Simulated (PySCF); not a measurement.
# Excitation energy of Ba by level of theory

Ba [Xe] 6s2 (1S) → Ba [Xe] 6p2 (3P), as a difference of total energies. All numbers are calculated (PySCF 2.14, a scalar-relativistic core potential, in def2-TZVPPD with the def2 core potential (46 electrons)). Correlated levels: valence: 5s2 5p6 frozen; valence and next inner shell: nothing frozen outside the core potential. The calculations carry no spin-orbit coupling.

```json
{"method": "UHF", "excitation energy (cm⁻¹)": "27490"}
{"method": "LDA", "excitation energy (cm⁻¹)": "33366"}
{"method": "PBE", "excitation energy (cm⁻¹)": "30393"}
{"method": "PBE0", "excitation energy (cm⁻¹)": "30455"}
{"method": "r2SCAN", "excitation energy (cm⁻¹)": "28030"}
{"method": "wB97X-V", "excitation energy (cm⁻¹)": "34052"}
{"method": "BP86", "excitation energy (cm⁻¹)": "31330"}
{"method": "MN15", "excitation energy (cm⁻¹)": "40950"}
{"method": "MP2 (valence)", "excitation energy (cm⁻¹)": "29858"}
{"method": "SCS-MP2 (valence)", "excitation energy (cm⁻¹)": "31058"}
{"method": "MP2 (valence and next inner shell)", "excitation energy (cm⁻¹)": "31831"}
{"method": "SCS-MP2 (valence and next inner shell)", "excitation energy (cm⁻¹)": "32554"}
```
